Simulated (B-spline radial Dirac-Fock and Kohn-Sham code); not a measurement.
**2s emission of Co⁷⁺**

System: cobalt as Co⁷⁺ in the configuration [Ar] 3d2.

The run's input, task.json:

```json
{"items": [{
  "Z": 27,
  "q": 7,
  "cfg": [[1, 0, 2], [2, 0, 2], [2, 1, 6], [3, 0, 2], [3, 1, 6], [3, 2, 2]],
  "A": 59,
  "rrms": 3.7875,
  "do": ["binding", "quiet", "decay"],
  "holes": ["K", "L1", "L2", "L3", "M1", "M2", "M3"]
}]}
```

Launch: `python xray_run.py task.json out`

Method: independent-particle rates on relativistic LDA orbitals of the hole state (multipoles up to L = 3, Coulomb Auger matrix elements, transition energies from Dirac-Fock). Computed with an atomic code on a B-spline grid.

```
       line  multipole  energy (eV)  width (meV)  share (%)
      L1-L2         E1        134.4       0.0296      0.666
      L1-L3         E1        148.9       0.0819       1.84
Lβ4 (L1-M2)         E1        891.2         1.50       33.9
Lβ3 (L1-M3)         E1        893.4         2.83       63.6
      L1-M4         E2        953.7      0.00106     0.0238
      L1-M5         E2        954.0      0.00158     0.0355
```

The listed lines hold 100.0 % of the radiative rate. The radiative width is 0.00444 eV in the length form and 0.00433 eV in the velocity form; the two differ because the transition energies are not eigenvalue differences of the potential that gave the orbitals.
